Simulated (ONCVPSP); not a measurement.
**Potentials for O (Z = 8) compared**

Generated with ld1.x 7.5 (TM, RRKJ, ultrasoft, PAW), atompaw 4.2 or ONCVPSP 4.0.1. The cutoff is in Ry: for ld1.x and atompaw files where the sum of valence levels is converged to 10 mRy in a Bessel basis, for ONCV files where the hardest occupied wave has 1 mHa per electron of residual kinetic energy. The error is the largest all-electron minus pseudo excitation energy over each file’s own four to seven test configurations (ionisations up to +4, promotions, holes and added fractions of an electron), all of which were solved. The labels leave out finer settings (local radius, basis sizes, second energies), which also bear on the numbers. Spin-polarised tests are not counted. The rows are a selection from randomly drawn settings: files with unsolved tests, undetermined cutoffs or missed reference levels are left out.

| potential | cutoff (Ry) | largest error (meV) | bound ghosts |
| --- | --- | --- | --- |
| ONCV, PBEsol, scalar-relativistic, rc 0.75/2.05/2.15 (spd), local smoothed, core correction no, reference 2s2 2p4, qcut 11.1/6.4/4, projectors 1/1/2 | 88 | +3048 | none |
| ONCV, LDA (Perdew-Wang 92), scalar-relativistic, rc 0.85/1.25/1.30 (spd), local s, core correction yes, reference 2s2 2p3, qcut 8.5/13.4/6.4, projectors 0/2/1 | 103 | +130 | none |
| ONCV, PBEsol, scalar-relativistic, rc 0.70/1.65/1.45 (spd), local smoothed, core correction no, reference 2s2 2p4, qcut 8.4/8.7/6.6, projectors 1/2/3 | 87 | +3129 | none |
| ONCV, PBE, scalar-relativistic, rc 0.90/1.15/1.05 (spd), local s, core correction yes, reference 2s2 2p1, qcut 7.5/13.6/10.1, projectors 0/2/2 | 212 | +405 | none |
| ONCV, LDA (Perdew-Zunger), scalar-relativistic, rc 0.70/1.90/2.00 (spd), local smoothed, core correction no, reference 2s1.75 2p4.25, qcut 7.8/5.6/5, projectors 2/2/2 | 142 | +3674 | none |
| ONCV, LDA (Perdew-Wang 92), scalar-relativistic, rc 0.55/1.85/1.55 (spd), local s, core correction yes, reference 2s2 2p2, qcut 9.7/8.8/6.6, projectors 0/2/2 | 543 | +493 | none |

Task: Fill in the row for O: ONCV, PBE, non-relativistic, rc 0.70/2.20 (sp), local s, core correction yes, reference 2s1 2p5, qcut 9.1/5.8, projectors 0/2.

Result: cutoff 82 Ry, largest error +13034 meV, bound ghosts: none.

Task: Fill in the row for O: ONCV, PBE, scalar-relativistic, rc 0.90/1.80/1.50 (spd), local smoothed, core correction no, reference 2s2 2p3.75, qcut 7/9.6/5.9, projectors 2/2/2.

Result: cutoff 207 Ry, largest error +354 meV, bound ghosts: none.

Task: Fill in the row for O: ONCV, LDA (Perdew-Zunger), scalar-relativistic, rc 0.70/1.55/1.35 (spd), local smoothed, core correction no, reference 2s2 2p4, qcut 8.4/9.8/7, projectors 1/2/2.

Result: cutoff 86 Ry, largest error +863 meV, bound ghosts: none.
